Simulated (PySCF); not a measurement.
C4H11NOSi.
Cartesian coordinates in Å at the GFN2-xTB level; atoms count from 1:
```
atom  x, y, z in Å
C1     2.8590    0.4443    0.1711
C2     1.8673    0.0565   -0.6133
C3     1.0650   -1.1760   -0.4085
Si4   -0.5545   -0.7675    0.5200
O5    -0.2868    0.0294    1.9113
N6    -1.4584    0.2399   -0.5446
C7    -2.6956    0.8705   -0.1429
H8     3.3979    1.3622    0.0062
H9     3.1821   -0.1556    1.0072
H10    1.5620    0.6813   -1.4431
H11    0.8463   -1.6469   -1.3646
H12    1.6255   -1.8902    0.1916
H13   -1.2083   -1.9692    1.0376
H14    0.2957    0.7853    1.9283
H15   -1.4617    0.0184   -1.5285
H16   -2.8476    1.7937   -0.7059
H17   -3.5643    0.2220   -0.2961
H18   -2.6323    1.1084    0.9159
```

Computed, not measured: TDDFT CAM-B3LYP/def2-SVPD, vertical, gas phase, core orbitals frozen in the response (PySCF).

Transition dipole moments from the ground state, in atomic units and in the frame of the coordinates above (overall signs are arbitrary), for the states with f of 0.002 or more among the lowest 8:

```json
{"state": "S2", "E (hartree)": "0.2482", "μx": "-0.805", "μy": "-0.555", "μz": "-0.450"}
{"state": "S3", "E (hartree)": "0.2508", "μx": "0.877", "μy": "0.271", "μz": "0.011"}
{"state": "S4", "E (hartree)": "0.2548", "μx": "-0.230", "μy": "-0.277", "μz": "0.057"}
{"state": "S5", "E (hartree)": "0.2611", "μx": "0.307", "μy": "-0.023", "μz": "0.247"}
{"state": "S6", "E (hartree)": "0.2713", "μx": "0.373", "μy": "0.025", "μz": "-0.087"}
{"state": "S7", "E (hartree)": "0.2766", "μx": "0.692", "μy": "-0.036", "μz": "0.108"}
{"state": "S8", "E (hartree)": "0.2798", "μx": "-0.354", "μy": "0.289", "μz": "-0.104"}
```

(1) What oscillator strength does each state have?

(2) Which bond between heavy atoms lies closest to the direction of the S2 transition dipole?

(3) What angle do the transition dipoles of S5 and S8 make?

(4) What peak molar absorption coefficient would the strongest computed level give as a lone Gaussian band 0.3 eV wide at half height?

## Answers

(1) f = (2/3) ΔE |μ|² with ΔE in hartree (27.2114 eV).

| state | \|μ\|² (au) | \|μ\| (D) | f |
| --- | --- | --- | --- |
| S2 | 1.158 | 2.74 | 0.192 |
| S3 | 0.843 | 2.33 | 0.141 |
| S4 | 0.133 | 0.93 | 0.023 |
| S5 | 0.156 | 1.00 | 0.027 |
| S6 | 0.147 | 0.97 | 0.027 |
| S7 | 0.491 | 1.78 | 0.091 |
| S8 | 0.220 | 1.19 | 0.041 |

(2) C1–C2, at 16° from it; next C2–C3 at 39°.

(3) |cos θ| = |μa·μb| / (|μa| |μb|) = 0.76, so θ ≈ 40° (taken between 0 and 90°, since the signs are arbitrary).

(4) ε(max) = 2.175×10⁸ f / FWHM, with the width in cm⁻¹. S2: 2.175×10⁸ × 0.1917 / 2420 ≈ 17000 L mol⁻¹ cm⁻¹.

Hardware: Arm Neoverse N1, one thread, shared host. Cost: 90 s of wall time, 1.1 GiB resident at most.

One conformer stands for the species.
